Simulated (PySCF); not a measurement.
# Excitation energies in several basis sets

C2H11GeNSi.
SMILES with atom numbers: `[CH3:1][NH:2][GeH2:3][CH2:4][SiH3:5]` (hydrogens: H6, H7, H8 on C1; H9 on N2; H10, H11 on Ge3; H12, H13 on C4; H14, H15, H16 on Si5)

TDDFT with PBE0 (PySCF), vertical singlets, core orbitals frozen in the response, spherical d and f functions. Isolated species at its PBE0-D3(BJ)/def2-SVP geometry (one conformer only). Relativistic effects, spin–orbit coupling among them, are left out although an element past zinc is present.

**Question.** How do the low singlets change with the basis? Take 6-31G*, def2-SVP, def2-SVPD, aug-cc-pVDZ and def2-TZVP.

**Answer.** 

```tsv
basis	functions	diffuse	S1 (eV)	S2 (eV)	S3 (eV)	S4 (eV)	S5 (eV)	LUMO (eV)	α (au)
6-31G*	114	no	5.92	6.40	7.32	7.48	7.74	0.90	76.2
def2-SVP	147	no	6.10	6.42	7.34	7.47	7.63	1.03	81.0
def2-SVPD	210	yes	5.68	6.04	6.51	6.89	6.93	0.34	92.9
aug-cc-pVDZ	231	yes	5.29	5.63	6.04	6.15	6.29	-0.17	95.0
def2-TZVP	244	no	5.84	6.14	6.96	7.16	7.22	0.57	89.8
```

States are compared by their number. Against the largest diffuse basis here (aug-cc-pVDZ, itself not a converged limit), sets without diffuse functions differ by up to 0.81 eV in S1 and 1.45 eV in S5; the smaller diffuse sets differ by up to 0.40 and 0.64 eV. State by state, the largest deviation of a set without diffuse functions is S1 0.81, S2 0.79, S3 1.29, S4 1.34, S5 1.45 eV. The same number needn't mean the same state in each row. Against aug-cc-pVDZ the polarisability deviates by -20% in 6-31G*, -15% in def2-SVP, -2% in def2-SVPD, -6% in def2-TZVP.
